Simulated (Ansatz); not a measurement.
A nudged elastic band was laid between two geometries of CH6Sn + H2 (10 atoms, charge 0, multiplicity 1).

Method: RKS B3LYP/def2-mTZVP in Ansatz.

| Quantity | Value |
| --- | --- |
| movable images | 7 |
| climbing image | yes |
| spring | 5.0 eV/Å² |
| optimiser | quadratic models (default) |
| start path | through a guess of the saddle point |
| force threshold | 0.05 eV/Å |
| iteration limit | 32 |
| end points | relaxed |

First end point:

```xyz
10
Properties=species:S:1:pos:R:3
Sn -0.557 -0.708 0.023
C -0.459 -0.613 2.184
H -1.463 -0.635 2.608
H 0.103 -1.461 2.574
H 0.033 0.306 2.499
H 1.022 -0.614 -0.650
H -1.493 0.598 -0.589
H -1.281 -2.185 -0.477
H 3.018 3.909 1.435
H 2.988 4.279 2.079
```

Last end point:

```xyz
10
Properties=species:S:1:pos:R:3
Sn 0.438 0.163 -1.233
C -0.055 0.411 3.571
H -1.038 0.514 3.112
H 0.342 -0.582 3.361
H -0.141 0.548 4.648
H 0.593 -0.016 -2.931
H -1.105 0.814 -0.873
H 0.602 -1.363 -0.471
H 1.657 1.224 -0.662
H 0.617 1.165 3.162
```

(1) Which bonds break or form, and what moves?

(2) What energy profile does the band end with?

(3) What is the geometry of the highest image?

The band took 22 iterations and of the order of 13 core-minutes.

Results:

(1) Bonds broken: Sn1–C2, H9–H10. Bonds formed: Sn1–H9, C2–H10. CH6Sn + H2 becomes CH4 + H4Sn.

(2) The run converged. The highest image is number 4 of 0 to 8, 73.9 kcal/mol above the first end and 87.0 kcal/mol above the last; the last end lies 13.2 kcal/mol below the first. Neighbouring images differ by up to 3.2 eV, so the band resolves the path poorly. A vibrational analysis at the climbing image gives one clearly imaginary mode, 2103i cm⁻¹: a first-order saddle point. The orbitals stay closed-shell, which can raise the energy where a bond breaks towards radicals; this wasn't checked here.

| image | path coordinate (Å) | energy (kcal/mol) | Sn1–C2 (Å) | H9–H10 (Å) | Sn1–H9 (Å) |
| --- | --- | --- | --- | --- | --- |
| 0 | 0.00 | 0.0 | 2.17 | 0.74 | 6.01 |
| 1 | 1.45 | 0.0 | 2.16 | 0.74 | 4.94 |
| 2 | 2.91 | 0.2 | 2.16 | 0.74 | 3.82 |
| 3 | 4.36 | 5.3 | 2.18 | 0.74 | 2.94 |
| 4 | 5.81 | 73.9 | 2.49 | 1.14 | 2.10 |
| 5 | 7.22 | -0.5 | 3.27 | 1.79 | 1.73 |
| 6 | 8.63 | -12.5 | 4.11 | 2.57 | 1.71 |
| 7 | 10.04 | -13.1 | 4.65 | 3.33 | 1.71 |
| 8 | 11.44 | -13.2 | 4.84 | 3.96 | 1.71 |

(3) 
```xyz
10
Properties=species:S:1:pos:R:3
Sn 0.138 0.207 -0.057
C 0.063 0.077 2.428
H -1.017 -0.046 2.513
H 0.570 -0.881 2.550
H 0.391 0.739 3.240
H 1.645 -0.170 -0.777
H -0.916 1.374 -0.730
H -0.762 -1.298 0.040
H 1.125 1.807 0.868
H 0.672 1.070 1.610
```

Time of the run: 13 min on 1 thread of Intel(R) Xeon(R) Platinum 8259CL CPU @ 2.50GHz (Skylake/Cascade Lake) (shared host), peak memory 0.18 GiB.
